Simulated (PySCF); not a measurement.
## Electron correlation in Br⁺ (bromine, charge +1)

[Ar] 3d10 4s1 4p4 5s1, high-spin 5P determinant (an excited configuration). Calculation: PySCF 2.14, in aug-cc-pVTZ-PP with one added diffuse shell each of s, d, f type with ECP10MDF (7s5p5d3f, 68 functions); scalar relativity through the core potential. Frozen: 3s2 3p6 3d10; 6 electrons correlated.

MP2 pair energies summed by pair of shells (mhartree):

```
 pair  energy  share (%)
4p-4p  -71.22       69.6
4p-5s  -21.14       20.7
4s-4p   -9.58        9.4
4s-5s   -0.38        0.4
```

Total MP2 correlation energy: -102.32 mhartree.

Same-spin part -30.23 and opposite-spin part -72.09 mhartree; SCS-MP2 scales them by 1/3 and 6/5 to -96.59 mhartree.
